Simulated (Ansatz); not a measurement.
Relaxation of CH7BO3 (12 atoms, charge 0, multiplicity 1), to a largest force component of 0.03 eV/Å in at most 50 steps.

Method: RHF/6-31G* (Ansatz).

```xyz
12
Properties=species:S:1:pos:R:3
B -0.092 0.535 0.014
H -0.397 -0.825 1.973
O 1.187 0.089 -0.152
H 1.304 -0.640 -0.742
O -1.174 0.021 -0.628
H -1.010 -0.721 -1.189
O -0.325 1.589 0.864
C 0.738 2.198 1.544
H 1.344 1.470 2.072
H 1.378 2.747 0.861
H 0.315 2.888 2.262
H -0.638 -0.194 2.154
```

Problem. Where does it end, and by what steps?

Solution. The forces met the threshold. The force dipped under the threshold on the way, but the program's further checks kept it going. After 35 steps the energy has fallen by 0.284 eV; H2 moved furthest, 1.99 Å.

```tsv
step	energy less start (eV)	largest force component (eV/Å)	accepted
0	0.0000	1.329	yes
2	-0.2172	0.306	yes
4	-0.2622	0.084	yes
6	-0.2661	0.310	yes
8	-0.2640	0.259	no
10	-0.2712	0.181	yes
12	-0.2737	0.130	yes
14	-0.2753	0.180	yes
16	-0.2775	0.052	yes
18	-0.2791	0.043	yes
20	-0.2792	0.014	yes
22	-0.2802	0.116	yes
24	-0.2813	0.053	yes
26	-0.2819	0.088	yes
28	-0.2825	0.033	yes
30	-0.2829	0.045	yes
32	-0.2833	0.053	yes
34	-0.2835	0.025	yes
35	-0.2837	0.016	yes
```

```xyz
12
Properties=species:S:1:pos:R:3
B 0.139 0.512 -0.221
H -1.501 -0.818 3.633
O 1.288 0.758 -0.921
H 1.386 0.298 -1.740
O -0.838 -0.340 -0.639
H -0.685 -0.774 -1.463
O -0.061 1.135 0.956
C 0.875 2.034 1.489
H 1.825 1.547 1.676
H 1.041 2.870 0.820
H 0.476 2.402 2.424
H -1.315 -0.466 3.020
```

Time of the run: 69 s on 1 thread of Arm Neoverse V1, on a shared host, peak memory 0.16 GiB.
